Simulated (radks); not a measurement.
The numbers below are computed, except where a source is named.
Problem. Valence configurations of the manganese ion Mn3+ (all share [Ar]). Code: a radial shooting solver on a logarithmic mesh with Libxc functionals. Model: non-relativistic Kohn-Sham, BLYP, spin-polarised, spherical densities, point nucleus; open shells are filled with parallel spins first. Order these by energy: 3d3 4s0.5 4p0.5; 3d3 4p1; 3d3.5 4p0.5; 3d1.5 4s0.5 4p2; 3d4; 3d2.5 4s1.5; 3d2 4p2; 3d3 4s1; 3d2.5 4s0.5 4p1; 3d2 4s0.5 4p1.5.

Solution. From the lowest, in eV above it: 3d4 0.000; 3d3.5 4p0.5 10.124; 3d3 4s1 14.458; 3d3 4s0.5 4p0.5 17.987; 3d3 4p1 21.518; 3d2.5 4s1.5 24.216; 3d2.5 4s0.5 4p1 30.649; 3d2 4s0.5 4p1.5 44.772; 3d2 4p2 48.530; 3d1.5 4s0.5 4p2 60.427. NIST lists [Ar] 3d4 as the ground configuration; this level of theory agrees among the configurations tried. The energies are those of spherical high-spin densities, not of single terms.
